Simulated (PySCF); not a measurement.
# Dipole response of Ag²⁺ (silver, charge +2)

[Kr] 4d9, 2D determinant. Computed with PySCF 2.14 in def2-QZVPPD with the def2 core potential (28 electrons) (7s5p4d4f2g, 88 functions), with a scalar-relativistic core potential. Coupled (time-dependent) response in atomic units; α is the mean over directions.

| method | mean α (bohr³) | α xx, yy, zz | C₆ (like pair) | S(−4) |
| --- | --- | --- | --- | --- |
| UHF | 5.392 | 5.258, 5.258, 5.658 | 27.19 | 5.825 |
| PBE | 6.241 | 6.103, 6.103, 6.517 | 32.17 | 9.159 |
| PBE0 | 5.948 | 5.811, 5.811, 6.222 | 30.47 | 7.858 |
| BHandHLYP | 5.748 | 5.616, 5.616, 6.012 | 29.24 | 7.141 |

S(−4) is the Cauchy moment in α(ω) = α(0) + S(−4) ω² + …

Spin-orbit coupling is absent.

α(iu) at UHF:

| u (hartree) | α(iu) (bohr³) |
| --- | --- |
| 0 | 5.392 |
| 0.0500 | 5.377 |
| 0.100 | 5.335 |
| 0.200 | 5.175 |
| 0.300 | 4.943 |
| 0.500 | 4.386 |
| 0.750 | 3.707 |
| 1.00 | 3.132 |
| 1.50 | 2.280 |
| 2.00 | 1.708 |
| 3.00 | 1.034 |
| 5.00 | 0.4764 |

A single London oscillator, α(iu) = α/(1 + u²/ω²), gives C₆ = (3/4) ω α². Matching the computed C₆ needs ω = 4 × 27.19 / (3 × 5.392²) = 1.25 hartree.

For an ion, C₆ is the dispersion term alone; charge-induced terms of lower order in 1/R come first.

The components differ because the open shell of this determinant is not spherical; for a pure term their mean is the scalar polarisability.

Energies and moments cover only the electrons outside the core potential.
